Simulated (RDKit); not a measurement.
Input file for RDKit: MMFF94 on CH4 (SMILES C).

```python
from rdkit import Chem
from rdkit.Chem import AllChem, rdDetermineBonds

blocks = [
'''5

C     0.00000000    0.00000000   -0.00000000
H     0.62892441    0.62892441    0.62892441
H    -0.62892441   -0.62892441    0.62892441
H     0.62892442   -0.62892442   -0.62892441
H    -0.62892442    0.62892442   -0.62892441
''',
]
mol = None
for b in blocks:
    f = Chem.MolFromXYZBlock(b)
    rdDetermineBonds.DetermineBonds(f, charge=0)
    mol = f if mol is None else Chem.CombineMols(mol, f)
Chem.SanitizeMol(mol)
print(Chem.MolToSmiles(Chem.RemoveHs(mol)))
ff = AllChem.MMFFGetMoleculeForceField(mol, AllChem.MMFFGetMoleculeProperties(mol), nonBondedThresh=100.0, ignoreInterfragInteractions=False)
e = ff.CalcEnergy()
print(f'MMFF94 energy {e:.6f} kcal/mol')
```

Program output:

```
C
MMFF94 energy 0.037806 kcal/mol
```

The run finished.

Cost: around 0.010 core-seconds (rough).
